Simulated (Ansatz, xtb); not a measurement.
# Two structures of CH4Ga−

Structure X: a singlet given by its coordinates. Structure Y: a singlet given by its coordinates. Both are isolated ions in the gas phase, relaxed with PBE0-D3(BJ)/def2-SVPD.

X (Å):

```xyz
6

C     0.3433    0.6855   -0.8829
Ga    1.2560   -0.9008   -0.6737
H     0.8399    1.6639   -0.9472
H    -0.7516    0.7471   -0.9558
H     0.5472   -2.3401   -0.5779
H     2.8559   -1.0101   -0.5653
```

Close contacts (Å): C1–Ga2 1.84, C1–H3 1.10, C1–H4 1.10, Ga2–H5 1.61, Ga2–H6 1.61.

Y (Å):

```xyz
6

C    -0.3644    0.3836   -0.6815
Ga   -0.8427   -1.6644   -0.7102
H     0.3011   -2.0585    0.5045
H     0.7094    0.5275   -0.9126
H    -0.9519    0.9890   -1.3932
H    -0.5221    0.7978    0.3337
```

Close contacts (Å): C1–Ga2 2.10, C1–H4 1.11, C1–H5 1.10, C1–H6 1.11, Ga2–H3 1.71.

Energies in hartree; the thermal terms are from PBE0-D3(BJ)/def2-SVPD harmonic frequencies (ideal gas, rigid rotor, one conformer each, 298.15 K, 1 atm) and include the zero-point energy:

```
                                  X            Y
E, CCSD(T)/def2-TZVPPD  −1963.873946  −1963.882703
     zero-point energy      0.035003      0.038061
          H(298 K) − E      0.040030      0.043388
          G(298 K) − E      0.010311      0.011944
```

Work out ΔE, ΔE₀, ΔH and ΔG for X → Y in kJ/mol (1 Eh = 2625.50 kJ/mol) and the equilibrium ratio [Y]/[X].

1. ΔE = −1963.882703 − (−1963.873946) = −0.008757 Eh = −22.99 kJ/mol.
2. ΔE₀ = ΔE + ΔZPE = −0.008757 + (+0.003058) Eh = −14.96 kJ/mol.
3. ΔH = ΔE + (+0.003358) Eh = −14.18 kJ/mol.
4. ΔG = ΔE + (+0.001633) Eh = −18.70 kJ/mol, so ΔS = (ΔH − ΔG)/T = +15.2 J/(mol K).
5. kT = 0.9442 mEh, so K = [Y]/[X] = exp(−ΔG/kT) = exp(+7.55) ≈ 1.9 × 10^3.

Structure Y is favoured at this temperature. An error of 4 kJ/mol in ΔG would change K by a factor of 5. Mirror images and further conformers aren't counted.

Other levels gave ΔE = −35.8 (PBE0-D3(BJ)/def2-SVPD); −58.2 (HF/def2-TZVPPD); −12.0 (MP2/def2-TZVPPD) kJ/mol. The correlated steps freeze 10 core orbitals; the filled d shell of Ga is correlated, in a basis made for valence electrons. Programs: Ansatz 0.2.0.
